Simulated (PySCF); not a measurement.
Members of one family of related compounds. Computed, not measured: PySCF, TDDFT PBE0/def2-SVPD, vertical, gas phase, core orbitals frozen in the response. Geometries: GFN2-xTB; one conformer of each isolated species. Triplets are in the Tamm–Dancoff approximation. 'Strongest' means the level of largest summed f among the lowest 8 singlets; it needn't be the same kind of state in each.

Problem. Rank by computed energy of the strongest computed level, lowest first.
A. `C[C@H]1C(=O)C=CC1=S`
B. `O=C1[C@H](C(=O)C=C1Cl)C`
C. `C=C1C(=O)C=CC1=O`
D. `C[C@H]1C(=O)C=C(F)C1=O`
E. `CCC1C(=O)C=CC1=O`

Solution. A (4.57 eV), B (5.04 eV), D (5.56 eV), E (5.77 eV), C (5.97 eV).

| SMILES | strongest (eV) | f (S1) | HOMO (eV) | LUMO (eV) | T1 (eV) | S1 mainly |
| --- | --- | --- | --- | --- | --- | --- |
| C[C@H]1C(=O)C=CC1=S | 4.57 | 0.000 | -6.86 | -3.46 | 1.45 | H→L (99%) |
| C[C@H]1C(=O)C=C(Cl)C1=O | 5.04 | 0.000 | -7.79 | -3.10 | 2.60 | H→L (97%) |
| C[C@H]1C(=O)C=C(F)C1=O | 5.56 | 0.000 | -7.86 | -3.02 | 2.69 | H→L (96%) |
| CCC1C(=O)C=CC1=O | 5.77 | 0.000 | -7.46 | -2.85 | 2.49 | H→L (98%) |
| C=C1C(=O)C=CC1=O | 5.97 | 0.000 | -7.62 | -2.91 | 2.53 | H→L (96%) |

H and L stand for HOMO and LUMO.
